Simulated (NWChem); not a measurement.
## Total energies of CClF2

```xyz
4

F      1.0532    -0.0780    -1.0793
C      0.4266     0.3236     0.0000
F      1.0532    -0.0780     1.0793
Cl    -1.2657    -0.0316     0.0000
```
Charge 0, spin multiplicity 2.

The numbers come from NWChem runs, not from measurements. Structure: optimised with UPBE0/def2-SVP, a minimum by its harmonic frequencies.

Basis set: STO-3G (24 functions).

```csv
method,total energy (Ha)
UHF,-688.00856
UMP2,-688.09115
UB2PLYP,-689.10569
UPBE,-689.10887
UB3LYP,-689.51956
UM06-2X,-689.57263
```

Total energies of different functionals aren't comparable as a measure of quality: only differences taken within one method are. 

The correlated methods keep 8 core orbitals frozen. B3LYP has NWChem's definition, with VWN1-RPA local correlation. The structure started from a generated list of species. The unpaired electrons of the parent sit in orbitals of symmetry a' (Cs labels of the run); other states weren't searched. No SCF solution was tested for a lower state. Open-shell Hartree-Fock references start from PBE0 orbitals.
